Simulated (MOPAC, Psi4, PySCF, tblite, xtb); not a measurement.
Dimer H2 ··· H4O4Si (SMILES [H][H] and O[Si](O)(O)O) at R = 3.58 Å between the centres of mass, closest contact 2.76 Å (lowest of the rigid-body minima from ten starts at GFN2-xTB). Geometry in Å and degrees:

```
Si
O 1 1.6354
H 2 0.9604 1 117.26
O 1 1.6354 2 115.73 3 -81.27
H 4 0.9604 1 117.23 2 -81.04
O 1 1.6354 2 106.44 3 36.75
H 6 0.9604 1 117.24 2 -160.80
O 1 1.6354 2 106.43 3 160.73
H 8 0.9604 1 117.23 2 -36.62
H 9 2.7552 8 112.09 1 -39.59
H 10 0.7438 9 117.25 8 -158.85
```

Levels of theory: GFN2-xTB (tblite); SAPT0/jun-cc-pVDZ, frozen core (Psi4); PBE0/def2-TZVP, counterpoise-corrected (Psi4); PBE0-D3(BJ)/def2-TZVP, counterpoise-corrected (Psi4); PBE/def2-TZVP, counterpoise-corrected (Psi4); PBE-D3(BJ)/def2-TZVP, counterpoise-corrected (Psi4); HF/aug-cc-pVDZ, counterpoise-corrected (Psi4); MP2/aug-cc-pVDZ = DF-MP2/aug-cc-pVDZ, frozen core, counterpoise-corrected (Psi4); SCS-MP2/aug-cc-pVDZ = DF-SCS-MP2/aug-cc-pVDZ, frozen core, counterpoise-corrected in Psi4 1.11; PM7, restricted, heats of formation (MOPAC); AM1, restricted, heats of formation (MOPAC); GFN1-xTB (xtb); RKS-B3LYP/6-31G* = restricted B3LYP/6-31G*, spherical d, no counterpoise correction run with PySCF; RKS-B3LYP/3-21G = restricted B3LYP/3-21G, no counterpoise correction in PySCF 2.14.0; RMP2/3-21G = restricted MP2 (frozen core)/3-21G, no counterpoise correction (PySCF); RKS-BP86/6-31G* = restricted BP86/6-31G*, spherical d, no counterpoise correction in PySCF.

Task: What interaction energy does each level give?

Result: 
```
method                 E_int / kcal/mol
---------------------  ----------------
GFN2-xTB                          -0.86
PBE-D3(BJ)/def2-TZVP              -0.83
PBE0-D3(BJ)/def2-TZVP             -0.74
RKS-B3LYP/3-21G                   -0.55
RMP2/3-21G                        -0.52
MP2/aug-cc-pVDZ                   -0.32
GFN1-xTB                          -0.28
PBE/def2-TZVP                     -0.26
PBE0/def2-TZVP                    -0.21
SCS-MP2/aug-cc-pVDZ               -0.14
SAPT0/jun-cc-pVDZ                 -0.13
RKS-B3LYP/6-31G*                  -0.03
AM1                                0.06
HF/aug-cc-pVDZ                     0.39
RKS-BP86/6-31G*                    0.42
PM7                                1.02
```
